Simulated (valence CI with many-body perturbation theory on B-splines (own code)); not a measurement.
# Which ion has this spectrum?

A relativistic CI+MBPT calculation for an atom or ion with 14 electrons gives these levels (cm⁻¹):

| J | Parity | E | g |
| --- | --- | --- | --- |
| 0 | even | 0 |  |
| 1 | even | 161706 | 1.50 |
| 2 | even | 197002 | 1.24 |
| 2 | even | 385447 | 1.26 |
| 0 | even | 469086 |  |
| 2 | odd | 698551 | 1.81 |
| 1 | odd | 819846 | 0.81 |
| 2 | odd | 869320 | 1.38 |
| 3 | odd | 921606 | 1.33 |
| 2 | odd | 979789 | 0.98 |
| 0 | odd | 999366 |  |
| 1 | odd | 1018736 | 1.29 |
| 2 | odd | 1068281 | 0.93 |
| 1 | odd | 1117272 | 1.50 |

The energies are calculated, and their last digits are not significant.

Which is it?
A. Mo28+
B. Zr26+
C. Rh31+
D. Y25+

A. Mo28+, ground level (3s^2 3p1/2^2) J=0.
